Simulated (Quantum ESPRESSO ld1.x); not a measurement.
Problem. These are the eigenvalues of the occupied orbitals of an atom or ion with whole-number occupations (eV). Calculated with ld1.x of Quantum ESPRESSO 7.5: scalar-relativistic Kohn-Sham, exchange-only LDA, spin-polarised, spherical densities, point nucleus.

orbital  eigenvalue
1s         -15013.2
2s         -2009.16
2p         -1783.08
3s         -300.952
3p         -228.480
3d         -108.198
4s         -36.2860
4p         -20.3634

Which element is it, and in what charge state? The configuration may be excited. Open shells, if any, are filled with parallel spins first.

Solution. Z = 37, rubidium, charge +1: Rb+ in [Kr]. The list shows which subshells hold electrons but not how many an open one holds; the 1s level, -551.72 hartree, gives Z - s = 33.2 by -(Z - s)^2/2, which with screening and relativity narrows Z to a few neighbours, and the depths of the outer levels then fix element, charge and occupations together.
